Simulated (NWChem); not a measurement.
System: CH$_{4}$FNTi; SMILES [CH3][Ti](=[NH])[F]

```xyz
8

Ti    -0.1191    -0.0884     0.2063
N     -1.5515     0.3256    -0.5025
H     -2.3829     0.3322    -1.0920
F      0.4426    -1.7456    -0.1004
C      1.2628     1.4104    -0.2521
H      2.2468     1.1978     0.2055
H      0.9172     2.4075     0.0706
H      1.3980     1.4563    -1.3466
```
Atoms are numbered in this order, from 1.

Level: PBE0/def2-SVP (NWChem), optimised geometry, unscaled harmonic frequencies. 

```json
[
 {"frequency (cm⁻¹)": "97", "IR intensity (km/mol)": "2.1"},
 {"frequency (cm⁻¹)": "134", "IR intensity (km/mol)": "16.0"},
 {"frequency (cm⁻¹)": "182", "IR intensity (km/mol)": "3.5"},
 {"frequency (cm⁻¹)": "225", "IR intensity (km/mol)": "7.7"},
 {"frequency (cm⁻¹)": "434", "IR intensity (km/mol)": "81.8"},
 {"frequency (cm⁻¹)": "442", "IR intensity (km/mol)": "80.7"},
 {"frequency (cm⁻¹)": "536", "IR intensity (km/mol)": "75.7"},
 {"frequency (cm⁻¹)": "578", "IR intensity (km/mol)": "36.3"},
 {"frequency (cm⁻¹)": "620", "IR intensity (km/mol)": "180.1"},
 {"frequency (cm⁻¹)": "757", "IR intensity (km/mol)": "174.3"},
 {"frequency (cm⁻¹)": "1077", "IR intensity (km/mol)": "155.5"},
 {"frequency (cm⁻¹)": "1146", "IR intensity (km/mol)": "11.4"},
 {"frequency (cm⁻¹)": "1393", "IR intensity (km/mol)": "5.7"},
 {"frequency (cm⁻¹)": "1404", "IR intensity (km/mol)": "4.9"},
 {"frequency (cm⁻¹)": "3021", "IR intensity (km/mol)": "4.3"},
 {"frequency (cm⁻¹)": "3129", "IR intensity (km/mol)": "10.1"},
 {"frequency (cm⁻¹)": "3140", "IR intensity (km/mol)": "4.7"},
 {"frequency (cm⁻¹)": "3620", "IR intensity (km/mol)": "101.4"}
]
```

```json
{
  "zero_point_energy": "31.3 kcal/mol",
  "thermal correction to the enthalpy at 298.15 K (with zero-point energy)": "36.1 kcal/mol",
  "heat capacity Cv": "21.0 cal/(mol K)",
  "entropy at 298.15 K and 1 atm (symmetry number 1)": "79.3 cal/(mol K)",
  "dipole_moment": "2.62 D"
}
```

Rigid rotor and harmonic oscillator; modes under 100 cm⁻¹ make the entropy uncertain.
